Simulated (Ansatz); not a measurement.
Calculated with Ansatz (gas phase, PBE0-D4/def2-TZVP geometries, no zero-point term in ΔE). CCSD(T)/CBS adds triple-zeta CCSD(T) − MP2 to the extrapolated MP2 energy (def2 sets, frozen cores). DFT in def2-TZVPP. For Se outer-core shells are correlated without core-valence functions, which leaves a few kJ/mol of doubt a bond. Scalar relativity is left out up to krypton. One conformer a species, not always the lowest.

Consider the ligand exchange at the Si–S bond: `BC(=C)S[SiH2]F` + H₂Se → `F[SiH2][SeH]` + `BC(=C)S`.

```tsv
level	ΔE (kcal/mol)	difference from CCSD(T)/CBS
PBE-D4	-1.5	0.1
ωB97X-V	-1.2	0.4
ωB97M-V	-1.0	0.6
B2PLYP	-2.0	-0.4
PBE0	-2.4	-0.8
MP2/def2-TZVPP	-1.1	0.5
SCS-MP2/def2-TZVPP	-1.4	0.2
CCSD/def2-TZVPP	-1.5	0.1
HF/def2-QZVPP	-2.9	-1.3
CCSD/CBS(def2)	-2.0	-0.4
CCSD(T)/CBS	-1.6	0
```

Largest T1 diagnostic among the species: 0.012.

The D4 term adds +1.7 kcal/mol with B3LYP and +1.0 kcal/mol with PBE0; it sums over pairs of atoms, weighted by their polarisabilities, and B3LYP, whose exchange is more repulsive, gets the larger term. In def2-TZVPP, CCSD(T) changes the Hartree–Fock value by +1.7 kcal/mol (the triples alone add +0.4 kcal/mol) and MP2 by +1.7 kcal/mol.

B3LYP here is the variant with VWN-RPA as its local correlation; programs differ in this.
